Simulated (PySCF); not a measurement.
Si(H)(Me)2(OH) (C₂H₈OSi), SMILES C[SiH](C)O. Geometry optimised at PBE-D3(BJ)/def2-SVP. The values are those of a single conformer.

Computed with PBE-D3(BJ)/def2-SVP in PySCF 2.14.0.

Harmonic wavenumbers (cm⁻¹): 140, 158, 164, 198, 255, 258, 591, 618, 664, 696, 747, 775, 834, 871, 871, 910, 1214, 1219, 1377, 1377, 1385, 1392, 2177, 2968, 2969, 3061, 3063, 3076, 3076, 3766. Rotational constants (GHz): 5.726, 5.427, 3.277; symmetry number 1.

### Question
Work out the zero-point energy and the ideal-gas rigid-rotor harmonic-oscillator thermochemistry at 298.15 K and 1 atm.

### Answer
ZPE = ½ Σ hcν = ½ × 40869 cm⁻¹ = 244.45 kJ/mol. H − E(el) = 266.11 kJ/mol. Entropy in J/(mol K): translation 162.79, rotation 106.94, vibration 67.87, total 337.60. G − E(el) = 165.45 kJ/mol. Cp = 113.87 J/(mol K). Modes under 150 cm⁻¹ make the vibrational entropy uncertain.
